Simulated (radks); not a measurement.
The tin ion Sn2+, [Kr] 4d10 5s2. Method: non-relativistic Kohn-Sham, PBE, spin-polarised, spherical densities, point nucleus; computed with a radial shooting solver on a logarithmic mesh with Libxc functionals. Every spin shell is full or empty, so the densities are truly spherical. Functionals are evaluated on that one density, not self-consistently. Rank these exchange functionals by their error against the exact value of the orbitals, and give that value: LDA, B88, PBE, revPBE, B86b, APBE, MS2, Tao-Mo, TASK, MVS.

Answer. Exact: -158.260 hartree. From best to worst, with 100 (|E| - |E exact|)/|E exact| (equal figures are ties): B86b +0.01, B88 +0.04, MVS +0.08, revPBE -0.27, APBE +0.32, PBE -0.42, MS2 -0.58, Tao-Mo -0.80, TASK -2.23, LDA -4.85.
